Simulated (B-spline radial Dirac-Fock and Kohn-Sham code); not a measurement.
**Two-hole binding energies of Sb¹²⁺**

System: antimony as Sb¹²⁺, configuration [Kr] 4d3.

Model: ΔSCF Dirac-Fock with Breit, self-energy and vacuum polarisation, finite nucleus, configuration average. Program: a B-spline atomic structure program. U is the two-hole binding energy less the two single-hole energies, the effective repulsion of the holes after relaxation. Each two-hole energy is an average over J within one jj subconfiguration.

| holes | E(a) (eV) | E(b) (eV) | E(ab) (eV) | U (eV) |
| --- | --- | --- | --- | --- |
| 1s⁻¹ 3p3/2⁻¹ | 30765.7 | 1035.0 | 31881.5 | 80.9 |
| 1s⁻¹ 3d3/2⁻¹ | 30765.7 | 804.1 | 31646.3 | 76.5 |
| 1s⁻¹ 3d5/2⁻¹ | 30765.7 | 794.6 | 31635.7 | 75.5 |
| 2s⁻¹ 2p3/2⁻¹ | 4981.0 | 4409.4 | 9529.2 | 138.9 |
| 2p1/2⁻² | 4657.9 | 4657.9 | 9500.1 | 184.3 |
| 2p3/2⁻² | 4409.4 | 4409.4 | 8985.0 | 166.3 |
| 2s⁻¹ 3p1/2⁻¹ | 4981.0 | 1082.3 | 6136.5 | 73.2 |
| 2s⁻¹ 3p3/2⁻¹ | 4981.0 | 1035.0 | 6087.2 | 71.3 |
| 2p1/2⁻¹ 3s⁻¹ | 4657.9 | 1214.3 | 5943.9 | 71.7 |
| 2s⁻¹ 3d5/2⁻¹ | 4981.0 | 794.6 | 5851.1 | 75.6 |
| 2p3/2⁻¹ 3s⁻¹ | 4409.4 | 1214.3 | 5695.0 | 71.3 |
| 2p3/2⁻¹ 3p1/2⁻¹ | 4409.4 | 1082.3 | 5566.7 | 75.1 |
| 3p1/2⁻² | 1082.3 | 1082.3 | ? | ? |
| 3p1/2⁻¹ 3p3/2⁻¹ | 1082.3 | 1035.0 | 2174.0 | 56.7 |

Q: Give the missing two-hole energy and U.

A: E(ab) = 2226.1 eV and U = 61.5 eV.

Values without a named source are computed, but for edge energies of neutral atoms, which are taken from tables.
